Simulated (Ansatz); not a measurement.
Geometry optimisation, UKS PBE0-D4/6-31G in Ansatz.

Input:

```yaml
crystal:
  periodic: [false, false, false]
  atoms:
    - { symbol: Mg, position_ang: [-0.778645, -0.048199, -1.080331] }
    - { symbol: O, position_ang: [1.185934, -0.39557, -1.148985] }
    - { symbol: Cl, position_ang: [-2.970772, 0.148967, -1.609595] }
    - { symbol: H, position_ang: [1.438334, -0.029264, 1.063484] }
    - { symbol: O, position_ang: [0.855379, 0.219819, 1.81994] }
    - { symbol: O, position_ang: [-0.454479, 0.267623, 1.044036] }
    - { symbol: H, position_ang: [1.804228, -0.589913, -1.864312] }
    - { symbol: H, position_ang: [-1.079979, 0.426437, 1.775762] }
magnetization:
  spin_polarized: true
basis:
  gaussian: { orbitals: "6-31G" }
hamiltonian:
  xc: pbe0
  dispersion: d4
relax:
  f_tol: 0.03
  max_steps: 50
output:
  orbitals: {}
```

Run as:

```bash
$ ansatz run input.yaml --threads 2 --pin off --max-ram 3072MiB --backend cpu --events-out ev --progress --plain --runs-dir out
```

Q: Where does it end, and by what steps?

A: The forces met the threshold. Limits of this set-up: no polarisation functions. After 8 steps the energy has fallen by 0.827 eV; H4 moved furthest, 0.61 Å.

```json
{"step": "0", "energy less start (eV)": "0.0000", "largest force component (eV/Å)": "2.626", "accepted": "yes"}
{"step": "1", "energy less start (eV)": "-0.4415", "largest force component (eV/Å)": "1.170", "accepted": "yes"}
{"step": "2", "energy less start (eV)": "-0.6927", "largest force component (eV/Å)": "0.484", "accepted": "yes"}
{"step": "3", "energy less start (eV)": "-0.7150", "largest force component (eV/Å)": "1.623", "accepted": "yes"}
{"step": "4", "energy less start (eV)": "-0.8079", "largest force component (eV/Å)": "0.381", "accepted": "yes"}
{"step": "5", "energy less start (eV)": "-0.8212", "largest force component (eV/Å)": "0.105", "accepted": "yes"}
{"step": "6", "energy less start (eV)": "-0.8268", "largest force component (eV/Å)": "0.055", "accepted": "yes"}
{"step": "7", "energy less start (eV)": "-0.8267", "largest force component (eV/Å)": "0.105", "accepted": "no"}
{"step": "8", "energy less start (eV)": "-0.8272", "largest force component (eV/Å)": "0.016", "accepted": "yes"}
```

```xyz
8
Properties=species:S:1:pos:R:3
Mg -0.770 -0.028 -0.827
O 1.050 -0.310 -0.903
Cl -2.798 0.089 -1.832
H 1.266 -0.101 0.486
O 0.944 0.122 1.494
O -0.517 0.272 1.120
H 1.767 -0.518 -1.505
H -0.942 0.474 1.966
```

The run took 30 s on 2 threads of Intel(R) Xeon(R) Platinum 8259CL CPU @ 2.50GHz (Skylake/Cascade Lake), with other jobs on the host, peak memory 0.21 GiB.
